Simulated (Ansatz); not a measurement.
Two members of one family (Series [CuX2]-), computed with Ansatz in the gas phase. The two geometries come from different levels. A dash marks a value that wasn't run or was left out as unsound. The structures are stationary points that may keep the symmetry of their start. Remarks come from the PBE and PBE0 runs and from stability tests at other levels; not every state was tested. A HOMO above zero means that the electron is unbound at that level and held by the basis, or that self-interaction error raises the level; the energy of removing that electron tells which. HOMO above LUMO (over both spins in singlets and doublets, within one spin in higher multiplets; at PBE or PBE0), or a gap under 0.15 eV within one spin, warns that the state may not be the lowest or that an electron is smeared out.

First: [CuF2]- (singlet, charge -1, PBE0-D4/def2-TZVPD geometry).

```xyz
3

Cu    0.000    0.000    0.000
F    -1.668   -0.675    0.141
F     1.668    0.675   -0.141
```

```tsv
level	HOMO (eV)	vertical IE (eV)
PBE-D4/def2-SVPD	0.67	–
PBE-D4/def2-TZVPD	0.44	3.70
r2SCAN-D4/def2-TZVPD	0.27	3.60
PBE0-D4/def2-SVPD	-0.92	–
PBE0-D4/def2-TZVPD	-1.09	3.49
```

Metal–donor distances: 2 × F 1.81 Å. Remarks: HOMO above zero at PBE or PBE0, restricted SCF unstable in HF, gap within one spin near zero at PBE or PBE0 (neutral doublet).

Second: [CuH2]- (singlet, charge -1, r2SCAN-D4/def2-TZVPD geometry).

Cartesian coordinates in Å:
```
Cu 0.0002 0.0001 0.0003
H -0.0680 1.4524 -0.5493
H 0.0678 -1.4525 0.5490
```

Task: What does the change do? Estimate second minus first.

Result: 
```tsv
level	Δ HOMO (eV)	Δ vertical IE (eV)
PBE-D4/def2-SVPD	0.32	–
PBE-D4/def2-TZVPD	0.15	–
r2SCAN-D4/def2-TZVPD	0.33	-0.84
PBE0-D4/def2-SVPD	0.51	–
PBE0-D4/def2-TZVPD	0.48	-0.79
```

Metal–donor distances: 2 × H 1.55 Å. Remarks: HOMO above zero at PBE or PBE0, gap within one spin near zero at PBE or PBE0 (neutral doublet), HOMO above LUMO (neutral doublet).
